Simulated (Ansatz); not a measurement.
`C[O][Cu]`. Total charge 0; spin multiplicity 1. Correlated methods include outer-core shells of Cu, which these sets cover unevenly. Scalar relativity is left out up to krypton.

Z-matrix (Å, degrees):
```
C
O 1 1.391
H 1 1.101 2 108.2
H 1 1.101 2 113.7 3 -118.4
H 1 1.101 2 113.7 3 118.4
Cu 2 1.791 1 121.0 3 180.0
```

Give the diagnostics of a CCSD(T)/def2-TZVPP run (frozen core, Ansatz 0.2.0). (Estimate.)

Ansatz gave: T1 = 0.0371, largest single amplitude 0.136, largest double 0.020, (T) share of the correlation energy 3.1 %, 20 CCSD cycles. The RHF solution is stable towards an unrestricted one. T1 lies over the customary mark of 0.02 for closed shells; compounds of d metals often pass it without a breakdown.
